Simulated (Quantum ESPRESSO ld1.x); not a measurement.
Question: The mean radii <r> (bohr) of the occupied orbitals of an atom or ion are listed with their occupations. All-electron calculation, scalar-relativistic Kohn-Sham, LDA (Slater exchange, VWN5 correlation), spin-polarised, spherical densities, point nucleus. Program: ld1.x of Quantum ESPRESSO 7.5.

| orbital | occ. | <r> |
|---|---|---|
| 1s down | 1 | 0.02459 |
| 1s up | 1 | 0.02459 |
| 2s up | 1 | 0.1053 |
| 2s down | 1 | 0.1053 |
| 2p up | 3 | 0.09239 |
| 2p down | 3 | 0.09239 |
| 3s up | 1 | 0.2790 |
| 3s down | 1 | 0.2790 |
| 3p up | 3 | 0.2770 |
| 3p down | 3 | 0.2769 |
| 3d up | 5 | 0.2537 |
| 3d down | 5 | 0.2536 |
| 4s up | 1 | 0.6389 |
| 4s down | 1 | 0.6388 |
| 4p up | 3 | 0.6772 |
| 4p down | 3 | 0.6771 |
| 4d up | 5 | 0.7497 |
| 4d down | 5 | 0.7496 |
| 5s up | 1 | 1.546 |
| 5s down | 1 | 1.549 |
| 5p up | 3 | 1.816 |
| 5p down | 3 | 1.822 |
| 5d up | 1 | 3.039 |
| 4f up | 2 | 1.291 |

Name the element and its charge. Open shells, if any, are filled with parallel spins first.

Answer: Z = 58, cerium, charge +1: Ce+ in [Xe] 4f2 5d1. The 1s radius gives Z: for a bare nucleus <r> = (2 gamma + 1)/(2Z) with gamma = sqrt(1 - (Z/c)^2), 0.02424 bohr for Z = 58, and screening makes it slightly larger (0.02459 here). The occupations add up to 57, and the charge is Z minus that.
